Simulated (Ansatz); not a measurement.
**C2H7NSi (SMILES NC1C[SiH2]1): the vertical ionisation energy from total energies**

C2H7NSi: 11 atoms, total charge 0, spin state singlet. SMILES: `NC1C[SiH2]1`. Geometry: relaxed at PBE0-D4/def2-TZVP. This is one conformer, not always the lowest.

```xyz
11

N    -1.3372    0.8261   -0.3142
C     0.0481    0.5874   -0.0151
C     0.2961   -0.5197    1.0252
Si    0.8450   -0.9559   -0.6851
H    -1.4504    1.2883   -1.2060
H    -1.7740    1.4015    0.3975
H     0.7014    1.4542    0.1186
H     1.0251   -0.3117    1.8013
H    -0.6079   -0.9970    1.3906
H     2.2887   -0.9399   -1.0055
H     0.0303   -1.8901   -1.4868
```

Both states at this one shape; open shells run unrestricted unless said. 1 Eh = 27.2114 eV.

```tsv
level	program	singlet C2H7NSi (Eh)	doublet C2H7NSi+ (Eh)	HOMO of the first (eV)
PBE0/def2-SVP	Ansatz	-424.141152	-423.834961	-6.21
wB97X/def2-SVP	Ansatz	-424.383500	-424.070915	-8.56
B2PLYP/def2-SVP, 8 core orbitals frozen	Ansatz	-424.136250	-423.830899	-7.27
PBE-QIDH/def2-SVP, 8 core orbitals frozen	Ansatz	-423.989688	-423.675195	-8.14
```

**Question.** Work out the vertical ionisation energy at each level.

**Answer.** 
1. PBE0/def2-SVP: -423.834961 − (-424.141152) = 0.306191 Eh = 8.33 eV; −ε(HOMO) = 6.21 eV.
2. wB97X/def2-SVP: -424.070915 − (-424.383500) = 0.312585 Eh = 8.51 eV; −ε(HOMO) = 8.56 eV.
3. B2PLYP/def2-SVP: -423.830899 − (-424.136250) = 0.305351 Eh = 8.31 eV; −ε(HOMO) = 7.27 eV.
4. PBE-QIDH/def2-SVP: -423.675195 − (-423.989688) = 0.314493 Eh = 8.56 eV; −ε(HOMO) = 8.14 eV.

No measured value is set beside it here; the levels span 8.31 to 8.56 eV.
